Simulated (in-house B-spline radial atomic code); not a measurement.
V is squeezed into an impenetrable sphere of radius R (the orbitals vanish at R). No spin polarisation. Level of theory: scalar-relativistic (X2C) PBE, spherical fractional occupations, Fermi nucleus of rms radius 3.6002 fm; calculated with a radial B-spline atomic code at the basis-set limit.

Energies in eV above the free atom in [Ar] 3d3 4s2:

```tsv
R (bohr)	highest level (eV)	[Ar] 3d3 4s2	[Ar] 3d4 4s1	[Ne] 3s2 3p5 3d3 4s2 4f1
7.33	-4.23	0.337	0.946	56.22
6.5	-3.74	0.8241	1.392	58.42
5.34	-2.07	2.911	3.133	64.27
4.37	1.7	8.732	7.646	75.73
3.9	5.49	15.34	12.57	86.69
3.26	15.8	35.11	26.97	115.6
2.64	40.1	87.99	65.46	184.2
2.15	88.3	208.8	155.7	327
1.69	203	552.4	423	707.8
1.24	533	1762	1403	1984
```

(1) Does [Ar] 3d4 4s1 fall below [Ar] 3d3 4s2 under compression?

(2) Does [Ne] 3s2 3p5 3d3 4s2 4f1 fall below [Ar] 3d3 4s2 under compression?

The highest level is first positive in the row R = 4.37 bohr, pushed up by confinement above the zero of the free ion's potential. Each configuration is held fixed and needn't be the lowest in the sphere.

## Answers

(1) Yes, between R = 5.34 and 4.37 bohr the order changes (near 5.17 bohr by linear interpolation).

(2) No, it stays above over the whole range.
